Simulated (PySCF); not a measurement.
CH5BO2S. Atoms are numbered in the order given.

```xyz
10

B     -0.0621     0.8230     0.0000
O      0.7103     1.9499     0.0000
H      0.2288     2.7852     0.0000
O     -1.4301     0.8018     0.0000
H     -1.8568     1.6669     0.0000
S      0.8390    -0.7619     0.0000
C     -0.5472    -1.9588     0.0000
H     -1.1716    -1.8376    -0.8950
H     -0.1008    -2.9622     0.0000
H     -1.1716    -1.8376     0.8950
```
Charge 0, spin multiplicity 1.

The structure is a stationary point at B3LYP-D3(BJ)/def2-SVP. The values are those of a single conformer.

The numbers are results of TDDFT-CAM-B3LYP/def2-SVPD (PySCF), not measurements.

Vertical excitations. The molecule is in vacuum. State labels are in the subgroup Cs.

Computed UV-visible absorptions:
| state | symmetry | energy (eV) | λ (nm) | f | main pairs |
|---|---|---|---|---|---|
| S1 | A" | 5.75 | 216 | 0.004 | HOMO→LUMO 90 % |
| S2 | A" | 6.13 | 202 | 0.000 | HOMO→LUMO+1 71 %, HOMO→LUMO+8 13 % |
| S3 | A" | 7.04 | 176 | 0.053 | HOMO→LUMO+2 77 % |
| S4 | A' | 7.05 | 176 | 0.133 | HOMO→LUMO+5 92 % |
| S5 | A" | 7.57 | 164 | 0.004 | HOMO→LUMO+6 61 %, HOMO→LUMO+3 29 % |
| S6 | A' | 7.65 | 162 | 0.058 | HOMO→LUMO+4 77 %, HOMO−1→LUMO 20 % |
| S7 | A" | 7.73 | 160 | 0.000 | HOMO−2→LUMO 66 %, HOMO→LUMO+3 17 % |
| S8 | A' | 7.74 | 160 | 0.075 | HOMO−1→LUMO 70 %, HOMO→LUMO+4 21 % |
| S9 | A" | 8.05 | 154 | 0.000 | HOMO→LUMO+3 33 %, HOMO−2→LUMO 26 %, HOMO→LUMO+2 12 %, HOMO→LUMO+8 9 % |
| S10 | A' | 8.25 | 150 | 0.056 | HOMO−1→LUMO+1 81 % |
| T1 | A" | 5.59 | 222 | 0 | HOMO→LUMO+1 43 %, HOMO→LUMO 36 %, HOMO→LUMO+8 12 % |
| T2 | A" | 5.73 | 216 | 0 | HOMO→LUMO 55 %, HOMO→LUMO+1 21 %, HOMO→LUMO+8 9 % |
| T3 | A' | 6.07 | 204 | 0 | HOMO→LUMO+5 96 % |
| T4 | A" | 6.89 | 180 | 0 | HOMO→LUMO+2 68 %, HOMO→LUMO+1 11 % |
Triplets are in the Tamm–Dancoff approximation, which puts them higher than full response would, so one can lie above its singlet here.
